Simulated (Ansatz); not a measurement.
Wavefunction ladder for C₂H₉NOSi (`CO[SiH2]CN`)

```xyz
14

C     0.0993   -0.5345    2.0457
O    -1.0589   -0.2641    1.2858
Si   -1.1319   -0.4143   -0.3453
C    -0.0737    0.8459   -1.2491
N     1.3448    0.5747   -1.0254
H    -0.1422   -0.3783    3.0985
H     0.4242   -1.5737    1.9151
H     0.9247    0.1245    1.7619
H    -2.5589   -0.2352   -0.7106
H    -0.6588   -1.7745   -0.7521
H    -0.3777    0.8820   -2.3092
H    -0.3168    1.8279   -0.8279
H     1.9290    1.2544   -1.4961
H     1.5968   -0.3349   -1.3913
```

The species carries charge 0 and has multiplicity 1. Geometry: relaxed with PBE0-D4/def2-TZVP. It is one conformer, not always the lowest. Frozen core, restricted reference, Ansatz 0.2.0. CBS rows extrapolate triple and quadruple zeta; past MP2 they add the triple-zeta difference.

| basis | HF (Eh) | MP2 corr. | CCSD corr. | (T) | CCSD(T) total |
| --- | --- | --- | --- | --- | --- |
| def2-TZVPP | -499.34596 | -0.92827 | ? | -0.03597 | ? |
| def2-QZVPP | -499.36573 | ? | – | – | – |
| CBS(def2) | -499.36846 | ? | ? | as TZ | ? |

**Question.** Fill in the withheld values. (An estimate is asked.)

**Answer.** The calculation gave: def2-TZVPP CCSD corr.: -0.97813; def2-TZVPP CCSD(T) total: -500.36006; def2-QZVPP MP2 corr.: -0.99461; CBS(def2) MP2 corr.: -1.04375; CBS(def2) CCSD corr.: -1.09362; CBS(def2) CCSD(T) total: -500.49805.
